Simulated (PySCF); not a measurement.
# LaSi: one state, many levels of theory

State: quartet, about 0.0 electrons in the 4f shell (Mulliken). Set-up: PySCF, spin-free X2C with a Gaussian nucleus, basis sets La x2c-SVPall, Si x2c-SVPall. De refers to La (5d1 6s2) + Si in their high-spin ground configurations, without counterpoise correction. The functionals are run spin-unrestricted. A positive dipole means La(−)Si(+). Levels whose curve was spin-contaminated or gave no clean fit are not listed.

| Level | Re (Å) | ωe (cm⁻¹) | De (eV) | μ (D) |
| --- | --- | --- | --- | --- |
| UHF-CCSD(T) | 2.635 | 326 | n/a | n/a |
| PBE | 2.608 | 335 | n/a | -4.14 |
| r²SCAN | 2.605 | 342 | n/a | -5.00 |
| PBE0 | 2.589 | 354 | n/a | -4.74 |
| B97-3 | 2.603 | 345 | n/a | -4.74 |
| MN15 | 2.587 | 329 | 2.43 | -4.27 |

Correlated steps freeze 23 core orbitals. Spin–orbit coupling is left out, which matters for elements this heavy, above all for dissociation energies. With d or f electrons several states lie close, and the lowest PBE0 determinant need not be the measured ground state.

The whole job (state search and all levels along the bond) took about 10 min on 2 threads of Arm Neoverse V1 (shared host), peak memory 2.1 GiB.
